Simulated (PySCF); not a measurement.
C5H4ClF2O (doublet state).
Atom-mapped SMILES: `[O:1]=[C:2]=[C:3]([CH:4][Cl:5])[CH2:6][CH:7]([F:8])[F:9]` (hydrogens: H10 on C4; H11, H12 on C6; H13 on C7)

Structure used (GFN2-xTB), in Å, numbered top down from 1:
```xyz
13
C5H4ClF2O angstrom
O      0.6207    2.9569    0.5764
C      0.6885    1.8112    0.3839
C      0.7585    0.5146    0.0878
C      1.7322   -0.3415    0.6191
Cl     1.7457   -2.0051    0.2460
C     -0.3309   -0.0101   -0.8262
C     -1.4577   -0.6416   -0.0135
F     -2.3873   -1.1754   -0.8404
F     -2.0997    0.2986    0.7211
H      2.5130    0.0029    1.2698
H     -0.7558    0.7944   -1.4289
H      0.0840   -0.7740   -1.4853
H     -1.1156   -1.4304    0.6725
```

The hyperfine couplings belong to this conformer and change with its torsions.

Level of theory: UKS B3LYP, pcH-1 on C Cl F H O, non-relativistic, mean-field spin-orbit, GIAO (PySCF 2.14.0). The structure is a single GFN2-xTB conformer in the gas phase; no vibrational or solvent corrections. The geometry wasn't refined by DFT: couplings that depend on bond lengths, twists or pyramidal angles can differ widely from those at the functional's own minimum. Stability of the SCF solution: not tested.

Question: What is the g tensor, term by term?

Answer: 
```
                    Δg (ppt)      1      2      3
relativistic mass correction  -0.20  -0.20  -0.20
            gauge correction   0.02   0.02   0.04
   orbital Zeeman/spin–orbit  -0.66  -0.28   6.02
                       total  -0.84  -0.47   5.85
```

So g = 2.00148, 2.00185, 2.00817 and g_iso = 2.00384; the tensor is close to axial: the two nearest values differ by 6 % of g3 − g1. Axes: g3 points within 12° of the C4–H10 bond.

Question: What are the electron Larmor frequencies g μB B/h along the three axes at 1200 mT?

Answer: 33.6158, 33.6221, 33.7282 GHz for g1, g2 and g3, a range of 112.4 MHz.

Question: At 9.752 GHz, how far is the centre of the isotropic spectrum from where a free electron (g = 2.002319) resonates?

Answer: B = hν/(g μB) with μB/h = 13.99624 MHz/mT gives 347.98 mT for the free electron and 347.71 mT at g_iso, 0.26 mT lower.

Question: In a frozen sample, at which fields do the three g values resonate at 9.5, 34, 94 and 263 GHz (hyperfine left aside), and which band first spreads them over more than twice a line width of 0.5 mT?

Answer: 
```json
{"band": "X", "GHz": "9.5", "B(g3) mT": "338.00", "B(g2) mT": "339.06", "B(g1) mT": "339.13", "spread mT": "1.13"}
{"band": "Q", "GHz": "34.0", "B(g3) mT": "1209.67", "B(g2) mT": "1213.49", "B(g1) mT": "1213.71", "spread mT": "4.04"}
{"band": "W", "GHz": "94.0", "B(g3) mT": "3344.38", "B(g2) mT": "3354.93", "B(g1) mT": "3355.56", "spread mT": "11.18"}
{"band": "J", "GHz": "263.0", "B(g3) mT": "9357.15", "B(g2) mT": "9386.68", "B(g1) mT": "9388.43", "spread mT": "31.28"}
```

The spread grows in proportion to the frequency. X band is the first where it exceeds 1.0 mT.

Largest spin populations (Mulliken): C4 (+0.72), C2 (+0.26), C3 (-0.12) and O1 (+0.12). The positive populations add up to 1.15 and the negative ones to -0.15, together 2S = 1. The angles at C4 add up to 360.0°, so it is planar; its axial dipolar tensor and the negative coupling of its proton fit spin in a p orbital normal to that plane.

The HOMO–LUMO gaps are 2.93 eV among the α and 5.64 eV among the β orbitals.
